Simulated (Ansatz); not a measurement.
C₄H₁₁AlO, SMILES `C[CH2][Al]([OH])[CH2]C`. Total charge 0; spin multiplicity 1. The structure was optimised at the PBE0-D4/def2-TZVP level. It is one conformer, not always the lowest.

```xyz
17

C    -1.738    1.365    0.022
C    -0.253    1.717    0.131
Al    0.916    0.241    0.692
O     2.341    0.558    1.575
C     0.562   -1.637    0.274
C     0.270   -1.924   -1.202
H    -2.156    1.067    0.989
H    -2.339    2.206   -0.339
H    -1.909    0.531   -0.664
H    -0.114    2.567    0.810
H     0.111    2.076   -0.843
H     2.604    1.436    1.844
H     1.414   -2.235    0.616
H    -0.289   -1.969    0.883
H     0.036   -2.978   -1.378
H    -0.580   -1.343   -1.571
H     1.124   -1.678   -1.840
```

Q: What is the dipole moment at ωB97M-V/def2-TZVPP? (An estimate is asked.)

A: The calculation gave: 1.24 D, with components (-0.58, 1.09, -0.16) D in this frame, pointing from negative to positive charge.

Q: And with PBE, r2SCAN, B3LYP? (An estimate is asked.)

A: Computed: PBE 1.17 D, r2SCAN 1.21 D, B3LYP 1.23 D.

Q: Give the Mulliken charges with ωB97M-V, B3LYP, PBE in def2-TZVPP. (An estimate is asked.)

A: The calculation gave: 
| atom | ωB97M-V | B3LYP | PBE |
| --- | --- | --- | --- |
| C1 | -0.32 | -0.26 | -0.25 |
| C2 | -0.38 | -0.28 | -0.27 |
| Al3 | 0.62 | 0.57 | 0.47 |
| O4 | -0.38 | -0.40 | -0.36 |
| C5 | -0.37 | -0.28 | -0.27 |
| C6 | -0.33 | -0.27 | -0.27 |
| H7 | 0.10 | 0.08 | 0.08 |
| H8 | 0.11 | 0.08 | 0.08 |
| H9 | 0.10 | 0.08 | 0.08 |
| H10 | 0.09 | 0.06 | 0.07 |
| H11 | 0.10 | 0.06 | 0.07 |
| H12 | 0.15 | 0.16 | 0.16 |
| H13 | 0.11 | 0.08 | 0.09 |
| H14 | 0.09 | 0.06 | 0.07 |
| H15 | 0.11 | 0.08 | 0.08 |
| H16 | 0.10 | 0.08 | 0.08 |
| H17 | 0.10 | 0.08 | 0.08 |

B3LYP here is the variant with VWN-RPA as its local correlation; programs differ in this.
